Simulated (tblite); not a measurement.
Species: C4H10Ge.
Cartesian coordinates in Å at the GFN2-xTB level; atoms count from 1:
```
atom  x, y, z in Å
C1     2.2477   -0.2120   -0.2385
Ge2    0.6007    0.3908    0.6884
C3    -0.8451    1.1427   -0.4694
C4    -1.5301   -0.2366   -0.4834
C5    -0.9112   -0.9153    0.7527
H6     2.8795    0.6341   -0.4921
H7     1.9785   -0.7306   -1.1543
H8     2.8184   -0.8909    0.3882
H9     0.9652    1.1399    1.9694
H10   -1.4527    1.8787    0.0540
H11   -0.6192    1.5359   -1.4580
H12   -1.2480   -0.7824   -1.3840
H13   -2.6192   -0.1843   -0.4542
H14   -0.7289   -1.9803    0.6281
H15   -1.5401   -0.7818    1.6310
```

Method: GFN2-xTB as coded in tblite; computed harmonic values from a numerical Hessian at the method's own geometry, unscaled. Errors from tens to a few hundred cm⁻¹ against measured bands are possible. Modes of hydrogen on germanium can be 10 to 20 % off. One conformer, not necessarily the lowest.

Harmonic wavenumbers (cm⁻¹): 94.6, 123.4, 142.8, 173.7, 404.5, 502.5, 557.6, 571.1, 574.8, 652.9, 678.3, 774.0, 780.8, 808.3, 874.9, 965.7, 995.1, 1044.4, 1121.6, 1170.4, 1198.9, 1224.9, 1296.4, 1309.2, 1450.2, 1456.7, 1458.0, 1458.2, 1501.7, 1807.4, 2963.6, 2983.4, 2983.6, 2992.8, 2996.2, 2999.6, 3021.1, 3024.7, 3025.5.

A = 5654, B = 2470, C = 2365 MHz; mass 131.999 u (most abundant isotopes); point group Cs, symmetry number 1.

**Question.** Zero-point energy?

**Answer.** Half the sum of the wavenumbers: 27082 cm⁻¹ = 323.97 kJ/mol.

**Question.** Entropy at 500 K, 1 bar (ideal gas, RRHO, classical rotation)?

**Answer.** Translation 180.50, rotation 118.07, vibration 131.13: S = 429.7 J/(mol K).

**Question.** And Cp and H(500 K) − H(0)?

**Answer.** Cp = 180.60 J/(mol K), of which vibrations give 147.34 (their classical limit is 39 R = 324.3); H(500 K) − H(0) = 52.55 kJ/mol without the zero-point energy, 35.92 from vibrations.

**Question.** What must be added to the electronic energy to get the Gibbs energy at 500 K and 1 bar?

**Answer.** ZPE + [H(500 K) − H(0)] − T·S = 323.97 + 52.55 − 214.85 = 161.67 kJ/mol.

**Question.** How do the functions run with temperature in this model?

**Answer.** 
| T (K) | S (J/(mol K)) | Cp (J/(mol K)) | H − H(0) (kJ/mol) | G − H(0) (kJ/mol) | ln q(vib) |
| --- | --- | --- | --- | --- | --- |
| 50 | 226.3 | 44.9 | 1.83 | -9.49 | 0.12 |
| 100 | 262.5 | 59.6 | 4.48 | -21.77 | 0.71 |
| 298.15 | 352.5 | 120.2 | 21.87 | -83.21 | 3.73 |
| 373.15 | 382.1 | 144.8 | 31.83 | -110.77 | 4.96 |
| 750 | 513.1 | 230.7 | 104.43 | -280.43 | 11.44 |
| 1000 | 584.4 | 264.1 | 166.55 | -417.85 | 15.57 |

q(vib) and H(0) count from the zero-point level.

**Question.** Blend soft modes into free rotors: weight 1/[1 + (100 cm⁻¹/ν̃)⁴] for the oscillator and the rest for a rotor with moment μB/(μ + B), μ = h/(8π²ν), B = 10⁻⁴⁴ kg m². What vibrational entropy results?

**Answer.** 126.48 J/(mol K) in place of 131.13, which changes −T·S at 500 K by +2.32 kJ/mol.

Hindered rotation and anharmonicity are outside this model. Other conformers, if any are populated, would add a mixing term that is left out.

On one thread, Arm Neoverse V2 (aarch64), shared host with 48 logical CPUs at a one-minute load of 34, this took 0.3 s of wall time. This covers the Hessian and the dipole derivatives.
